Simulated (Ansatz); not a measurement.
`C[SiH2][AlH][F]` + `C[SeH]` → `C[SiH2][Se]C` + `[F][AlH2]`  (cleavage of the Si–Al bond)

Calculated with Ansatz (gas phase, PBE0-D4/def2-TZVP geometries, no zero-point term in ΔE). CCSD(T)/CBS adds triple-zeta CCSD(T) − MP2 to the extrapolated MP2 energy (def2 sets, frozen cores). This one scheme is used for every species. DFT in def2-TZVPP. For Se outer-core shells are correlated without core-valence functions, which leaves a few kJ/mol of doubt a bond. Scalar relativity is left out up to krypton. One conformer a species, not always the lowest.

Task: Is it downhill or uphill in electronic energy at CCSD(T)/CBS, and by how much? (An estimate is asked.)

Result: Ansatz gave: Downhill: ΔE = -67.5 kJ/mol.

Task: What do these levels give: r2SCAN-D4, PBE0-D4, CAM-B3LYP, RPA@PBE/def2-TZVPP, MP2/def2-SVP, SCS-MP2/def2-QZVPP? (Best estimate.)

Result: Ansatz gave: r2SCAN-D4 -62.2, PBE0-D4 -57.6, CAM-B3LYP -59.0, RPA@PBE/def2-TZVPP -59.3, MP2/def2-SVP -66.7, SCS-MP2/def2-QZVPP -74.3 kJ/mol.

Task: What do rigid-rotor, harmonic-oscillator terms from PBE0-D4/def2-TZVP frequencies (298.15 K, 1 bar) make of the CCSD(T)/CBS value? (Best estimate.)

Result: Computed: ΔZPE = -0.7 kJ/mol, ΔH = -68.9 kJ/mol, ΔS = -22 J/(mol·K), ΔG = -62.2 kJ/mol. Modes under 50 cm⁻¹ make the entropy rough.

Largest T1 diagnostic among the species: 0.012.

From PBE to PBE0 (25 % exact exchange), in def2-TZVPP and without D4, ΔE moves by −4.8 kJ/mol. Leaving LDA and LC-ωPBE aside and taking each functional with its dispersion term where it has one, the values, not all of them listed here, spread over 15.6 kJ/mol, from ωB97M-V to PBE-D4. LDA lies −3.6 kJ/mol from PBE without D4. At CCSD(T), def2-SVP lies +12.7 kJ/mol from the extrapolated value and def2-TZVPP +5.1 kJ/mol.
